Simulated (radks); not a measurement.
The numbers below are computed, except where a source is named.
Task: Species: Sb12+. Configuration: [Kr] 4d3. Level of theory: scalar-relativistic Kohn-Sham, BLYP, spin-polarised, spherical densities, finite nucleus; open shells are filled with parallel spins first (spin-orbit coupling, left out, can overturn this in heavy ions); Fermi nuclear charge, rms radius 4.6802 fm (a radial shooting solver on a logarithmic mesh with Libxc functionals). Some entries of the table are withheld. Estimate them.

| orbital | occ. | eigenvalue (eV) | r(max) (bohr) | <1/r> (bohr^-1) |
|---|---|---|---|---|
| 1s up | 1 | -30564.44 | 0.01835 | 54.32 |
| 1s down | 1 | -30564.43 | 0.01835 | 54.32 |
| 2s up | 1 | -4869.818 | 0.1037 | 12.42 |
| 2s down | 1 | -4868.570 | 0.1037 | 12.42 |
| 2p up | 3 | -4398.813 | 0.08304 | 11.92 |
| 2p down | 3 | -4397.850 | 0.08303 | 11.92 |
| 3s up | 1 | -1153.366 | 0.2994 | 4.437 |
| 3s down | 1 | -1152.737 | 0.2995 | 4.437 |
| 3p up | 3 | -999.9059 | 0.2927 | 4.225 |
| 3p down | 3 | -999.1896 | 0.2928 | 4.226 |
| 3d up | 5 | -766.7444 | 0.2431 | 3.998 |
| 3d down | 5 | -765.6459 | 0.2433 | 3.998 |
| 4s up | 1 | (1) | 0.7053 | 1.864 |
| 4s down | 1 | (2) | 0.7041 | 1.867 |
| 4p up | 3 | -328.6198 | 0.7352 | 1.739 |
| 4p down | 3 | -324.1745 | 0.7341 | 1.740 |
| 4d up | 3 | -252.9243 | 0.7778 | 1.544 |
| 4d down | 0 | -248.5838 | 0.7771 | 1.542 |

Result: 
(1) 4s up eigenvalue (eV): -378.9795
(2) 4s down eigenvalue (eV): -374.5531
